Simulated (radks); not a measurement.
Question: Isoelectronic series with 9 electrons, all held in the configuration [He] 2s2 2p5, which need not be the ground one along the series. Method: Dirac Kohn-Sham, PBE, spin-unpolarised, spherical densities, finite nucleus; open shells fill j = l - 1/2 first; Fermi nuclear charge, rms radius of each element as measured or else 0.836 A^(1/3) + 0.57 fm; computed with a radial shooting solver on a logarithmic mesh with Libxc functionals. Total energies (hartree) and orbital eigenvalues (eV):

ion,E (hartree),2p3/2,2p1/2,2s1/2,1s1/2
F,-99.74514,-11.0861,-11.1497,-29.8951,-663.3393
Si5+,-279.89057,-187.7775,-188.4956,-230.5411,-1891.555
K10+,-555.10923,-537.0348,-540.2172,-606.1842,-3812.555
Cr15+,-926.36860,-1057.125,-1066.531,-1156.892,-6431.886
Cu20+,-1395.11727,-1748.121,-1770.241,-1885.596,-9760.403
Se25+,-1963.24140,-2610.489,-2655.400,-2796.507,-13812.65
Ru35+,-3407.56075,-4852.324,-4992.324,-5187.947,-24165.71
In40+,-4290.10050,-6233.763,-6458.601,-6683.404,-30516.11
Xe45+,-5284.86071,-7790.503,-8135.740,-8391.314,-37690.55
Gd55+,-7631.7534,-11435.85,-12171.50,-12494.44,-54673.79
Tm60+,-8996.8500,-13527.89,-14560.99,-14921.18,-64584.28
W65+,-10500.4408,-15802.15,-17224.33,-17624.43,-75524.43

Estimate the row of Pr50+.

Answer: E (hartree) -6396.7963; 2p3/2 -9523.986; 2p1/2 -10035.37; 2s1/2 -10323.59; 1s1/2 -45727.90.
